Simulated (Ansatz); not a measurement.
Ansatz (an electronic-structure program) input file for ClH₃MoN₂S, SMILES [NH2][Mo]([Cl])(=[S])=[NH], multiplicity 1, PBE/def2-SVPD. Coordinates come from a B3LYP-D3(BJ)/def2-SVP optimisation. The multiplicity is an assumed one; no other spin state was optimised. The structure was generated by enumeration; whether it is a known compound was not checked. The def2 effective core potentials stand for the cores of Mo; spin–orbit coupling is left out. Other conformers were not sampled.

Ansatz 0.2 input:
```yaml
crystal:
  periodic: [false, false, false]
  atoms:
    - {symbol: Mo, position_ang: [0.15981572, 0.07773522, -0.16817353]}
    - {symbol: N, position_ang: [0.98614615, -0.72628452, -1.45110713]}
    - {symbol: H, position_ang: [1.65798045, -1.41581689, -1.79239896]}
    - {symbol: S, position_ang: [1.00354348, -0.42588184, 1.71867665]}
    - {symbol: Cl, position_ang: [-2.06862203, -0.50870309, -0.22752404]}
    - {symbol: N, position_ang: [0.39252054, 1.95570681, -0.49841969]}
    - {symbol: H, position_ang: [0.75502346, 2.34754379, -1.36491465]}
    - {symbol: H, position_ang: [0.33394770, 2.65949981, 0.23637226]}
basis:
  gaussian:
    orbitals: def2-SVPD
hamiltonian:
  xc: {name: PBE}
```

Program output:

```
WARN ansatz: RAYON_NUM_THREADS=1 ignored (pool sized by the plan → 1); use --threads N
Functional definition: PBE
integrals: 0.10 GiB planned
1394 factors; their error is unknown
mean field: 0.60 GiB planned
mean field evaluation 1: about -28208.8907 eV, gradient 9.1e1 eV
mean field evaluation 2: about -28016.5739 eV, gradient 2.6e2 eV
mean field evaluation 4: about -28200.4537 eV, gradient 1.0e2 eV
mean field evaluation 8: about -28225.7397 eV, gradient 4.9e0 eV
mean field evaluation 16: about -28225.7540 eV, gradient 2.3e-2 eV
mean field -28225.75404838 eV, -1037.2773291749 hartree, gradient 2.8e-5 eV, S^2 0.000000; 0 other end points of the search recorded, 0 dependent functions left out
reference -28225.75410632 eV, -1037.2773313040 hartree; 32, 32 occupied and 120, 120 virtual orbitals, 1394 factors
Total energy: -28225.75410632 eV, -1037.2773313040 hartree
```

Self-consistency was reached.
